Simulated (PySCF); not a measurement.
**Correlation energy of In (indium, neutral)**

[Kr] 4d10 5s2 5d1, 2D determinant (an excited configuration). Calculation: PySCF 2.14, in aug-cc-pwCVDZ-PP with ECP28MDF (6s5p4d1f, 48 functions); scalar relativity through the core potential. Frozen: 4s2 4p6 4d10; 3 electrons correlated.

MP2 pair energies summed by pair of shells (mhartree):

```
 pair  energy  share (%)
5s-5s  -22.09       82.4
5s-5d   -4.73       17.6
```

Total MP2 correlation energy: -26.82 mhartree.

Same-spin part -1.27 and opposite-spin part -25.55 mhartree; SCS-MP2 scales them by 1/3 and 6/5 to -31.08 mhartree.
